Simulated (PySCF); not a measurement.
# Where the electron goes

Compound: C5H13NP2.
Geometry (PBE0-D3(BJ)/def2-SVP, Å), atoms numbered from 1 in this order:
```
atom  x, y, z in Å
C1    -2.5104   -0.3417    0.7850
P2    -1.5483   -0.4158   -0.7939
C3    -0.7792    1.2898   -0.7792
C4     0.3613    1.4788    0.2122
P5     1.9280    0.6491   -0.3555
N6     2.5848    0.2719    1.1817
C7     1.1859   -0.9658   -0.9485
C8    -0.0753   -1.4088   -0.2162
H9    -2.8511   -1.3554    1.0458
H10   -3.4056    0.2823    0.6419
H11   -1.9265    0.0604    1.6295
H12   -0.4430    1.5117   -1.8069
H13   -1.6039    1.9957   -0.5838
H14    0.5951    2.5452    0.3617
H15    0.0885    1.0862    1.2080
H16    2.0720   -0.3542    1.7994
H17    3.5756    0.0571    1.1849
H18    0.9936   -0.8740   -2.0323
H19    1.9959   -1.7087   -0.8516
H20   -0.2989   -2.4710   -0.4095
H21    0.0531   -1.3137    0.8775
```

Method used: TDDFT CAM-B3LYP/def2-SVPD, vertical, gas phase, core orbitals frozen in the response (PySCF 2.14.0, density-fitted response routines).

Frontier orbitals with the atoms that hold most of them (Löwdin shares over 4%, at most four atoms; ? is withheld):

```tsv
orbital	ε (eV)	atoms
HOMO-3	-9.82	C8 18%, P2 15%, C3 11%, N6 10%
HOMO-2	-8.72	N6 48%, P5 12%, C7 11%, C4 9%
HOMO-1	-7.85	?
HOMO	?	?
LUMO	1.21	H16 14%, H21 11%, C8 10%, N6 8%
LUMO+1	1.39	C1 16%, P5 8%, H10 8%, C4 6%
LUMO+2	1.62	H12 11%, C3 11%, H18 11%, C7 10%
```

(1) Which atoms hold the HOMO, and with what shares?

(2) Which atoms hold the HOMO-1, and with what shares?

(3) What is the HOMO energy, and the HOMO–LUMO gap?

## Answers

(1) P2 (bonded to 3 C) 45%; P5 (bonded to 2 C and N) 13%; C8 (bonded to C, P and 2 H) 9%; C3 (bonded to C, P and 2 H) 7%. By element: phosphorus 58%, carbon 16% or more.

(2) P5 (bonded to 2 C and N) 44%; P2 (bonded to 3 C) 15%; C7 (bonded to C, P and 2 H) 8%; N6 (bonded to P and 2 H) 8%. By element: phosphorus 60%, carbon 8% or more, nitrogen 8%.

(3) ε(HOMO) = -7.66 eV; the gap is 8.87 eV (0.3261 hartree).

How does S1 compare with the orbital gap of 8.87 eV?

S1 is at 6.13 eV (f = 0.068), 2.74 eV below the gap, made of HOMO-1→LUMO (27%), HOMO-1→LUMO+1 (23%), HOMO→LUMO+1 (14%). Its leading pair isn't HOMO and LUMO; the energies of that pair differ by 9.06 eV. Without the coupling terms of the response equations the lowest excitation would equal the gap.

Next come S2 at 6.30 eV (f 0.020), HOMO→LUMO (56%), HOMO→LUMO+3 (20%), HOMO→LUMO+2 (10%); S3 at 6.34 eV (f 0.081), HOMO→LUMO+1 (39%), HOMO→LUMO+2 (22%), HOMO-1→LUMO+1 (10%); S4 at 6.51 eV (f 0.037), HOMO-1→LUMO (26%), HOMO→LUMO+2 (25%), HOMO→LUMO+1 (14%); S5 at 6.56 eV (f 0.013), HOMO→LUMO+2 (20%), HOMO-1→LUMO+2 (14%), HOMO-1→LUMO+1 (14%).

Löwdin shares depend on the basis, the more so with diffuse functions.

One conformer stands for the species.
